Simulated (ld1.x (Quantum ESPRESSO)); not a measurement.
# Fe (Z = 26), PAW: configuration errors across variants

| Property | Result |
| --- | --- |
| Element | Fe (Z = 26) |
| Generator | ld1.x (Quantum ESPRESSO) 7.5 |
| Type | PAW |
| Functional | PBE |
| Relativity | fully relativistic |
| Frozen core | [Ne] |
| Valence charge | 16 |
| Reference configuration | 3s2 3p6 3d6 4s2 4p0 |
| Partial waves | 3s (bound): rcut 1.10, rcutus 1.15 bohr; 4s (bound): rcut 1.10, rcutus 1.15 bohr; 3p (bound): rcut 1.20, rcutus 1.40 bohr; 4p (bound, empty): rcut 1.20, rcutus 1.40 bohr; 3d (bound): rcut 1.35, rcutus 1.55 bohr; 3d channel at 0.4 Ry: rcut 1.35, rcutus 1.55 bohr |
| Local potential | all-electron potential smoothed inside 0.95 bohr (lloc = -1) |
| Core correction | Bessel-smoothed model core inside 0.80 bohr |
| Augmentation charge | BESSEL, radius 1.05 bohr |

Open shells are filled in proportion to 2j + 1 (rel_dist='average').

All-electron excitation energies from the reference (eV): (1) 3s2 3p6 3d6 4s1 4p0 8.729; (2) 3s2 3p6 3d6 4s0 4p0 24.932; (3) 3s2 3p6 3d5 4s0 4p0 59.155; (4) 3s2 3p6 3d6 4s1 4p1 4.105; (5) 3s2 3p6 3d6 4s1.5 4p0 3.484; (6) 3s2 3p6 3d7 4s0 4p0 6.636; (7) 3s2 3p6 3d7 4s1 4p0 -0.791.

Errors AE − PS in meV (a dash: test not solved or not reliable):

```csv
change,(1),(2),(3),(4),(5),(6),(7),bound ghosts
base,+0.1,+0.7,+1.7,+0.1,0.0,+0.9,-0.3,not determined
"wave 3d channel at 0.4 Ry: rcut 1.35, rcutus 1.55 bohr becomes 3d channel at -0.41 Ry: rcut 1.35, rcutus 1.55 bohr",+0.1,+0.8,+1.4,+0.1,0.0,+2.1,+0.4,not determined
"wave 3d channel at 0.4 Ry: rcut 1.35, rcutus 1.55 bohr becomes 3d channel at -0.38 Ry: rcut 1.35, rcutus 1.55 bohr",+0.1,+0.8,+1.4,+0.1,0.0,+2.0,+0.4,not determined
"wave 3d channel at 0.4 Ry: rcut 1.35, rcutus 1.55 bohr becomes 3d channel at -0.23 Ry: rcut 1.35, rcutus 1.55 bohr",+0.1,+0.7,+1.5,+0.1,0.0,+2.0,+0.4,not determined
"wave 3d channel at 0.4 Ry: rcut 1.35, rcutus 1.55 bohr becomes 3d channel at -0.11 Ry: rcut 1.35, rcutus 1.55 bohr",+0.1,+0.7,+1.6,+0.1,0.0,+1.9,+0.3,not determined
"wave 3d channel at 0.4 Ry: rcut 1.35, rcutus 1.55 bohr becomes 3d channel at 0.68 Ry: rcut 1.35, rcutus 1.55 bohr",+0.1,+0.6,+0.7,+0.1,0.0,-0.9,-1.4,not determined
"wave 3d channel at 0.4 Ry: rcut 1.35, rcutus 1.55 bohr becomes 3d channel at 0.97 Ry: rcut 1.35, rcutus 1.55 bohr",+0.1,+0.7,-1.3,+0.1,0.0,-3.6,-3.0,not determined
"wave 3d channel at 0.4 Ry: rcut 1.35, rcutus 1.55 bohr becomes 3d channel at 2.22 Ry: rcut 1.35, rcutus 1.55 bohr",+0.1,+1.1,+1.1,+0.2,0.0,-4.8,-1.9,not determined
"wave 3d channel at 0.4 Ry: rcut 1.35, rcutus 1.55 bohr becomes 3d channel at 3.8 Ry: rcut 1.35, rcutus 1.55 bohr",+0.1,+0.8,+8.2,+0.2,0.0,+5.1,+3.0,not determined
"wave 3d channel at 0.4 Ry: rcut 1.35, rcutus 1.55 bohr becomes 3d channel at 5.26 Ry: rcut 1.35, rcutus 1.55 bohr",+0.1,+0.8,+10,+0.2,+0.1,+6.0,+3.6,not determined
```

Task: Give the same row for: wave 3d channel at 0.4 Ry: rcut 1.35, rcutus 1.55 bohr becomes 3d channel at 0.23 Ry: rcut 1.35, rcutus 1.55 bohr.

Result: +0.1, +0.7, +1.8, +0.1, 0.0, +1.5, +0.1; bound ghosts: not determined.
